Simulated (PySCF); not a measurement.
Working out the ionisation energy of Co⁺

Co⁺ [Ar] 3d8 (3F) → Co²⁺ [Ar] 3d7 (4F). Calculation: PySCF 2.14, in aug-cc-pVDZ; no relativity, point nucleus. Frozen: [Ar]. Energies in hartree (1 hartree = 27.21139 eV):

| part | Co⁺ (lower) | Co²⁺ (upper) |
| --- | --- | --- |
| UHF | -1381.135031 | -1380.605944 |
| MP2 opposite-spin | -0.149258 | -0.084099 |
| MP2 same-spin | -0.094306 | -0.067191 |

**Question.** What does Hartree-Fock give?

**Answer.** (-1380.605944) − (-1381.135031) = 0.529087 hartree = 14.397 eV.

**Question.** What do MP2 and SCS-MP2 (6/5 opposite-spin, 1/3 same-spin) give?

**Answer.** The opposite-spin parts differ by 1.773 eV and the same-spin parts by 0.738 eV. MP2: 14.397 + (1.773) + (0.738) = 16.908 eV. SCS-MP2: 14.397 + 1.2 × (1.773) + (0.738)/3 = 16.771 eV.

Reference: 17.084 eV (measured; NIST Atomic Spectra Database, ionization energies), between the lowest levels; spin-orbit coupling is absent from the calculation.

The calculation is non-relativistic.

A double-zeta basis recovers only part of the correlation energy.

What remains against the reference includes basis incompleteness, the frozen core and correlation beyond second order.
